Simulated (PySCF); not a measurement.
## Fluorine: a sound run and one with changed settings

Sound run: F⁺ [He] 2s2 2p4, F²⁺ [He] 2s2 2p3. All numbers are calculated (PySCF 2.14, the non-relativistic Hamiltonian (point nucleus), in def2-TZVP). In the sound run the correlated levels freeze 1s2. The sound run starts from symmetry-adapted Hartree-Fock orbitals and uses a fine grid where one is needed.

Changed run: initial guess sap, at most 50 SCF cycles.

```csv
species,method,sound run (hartree),changed run (hartree),converged
F⁺,UHF,-98.83647,-98.83647,yes
F⁺,BP86,-99.10959,-99.10959,yes
F⁺,CCSD(T),-98.99489,-98.99489,yes
F²⁺,PBE,-97.72007,-97.72007,yes
F²⁺,MP2,-97.70578,-97.70578,yes
```

Here the plain start reaches the same solutions.
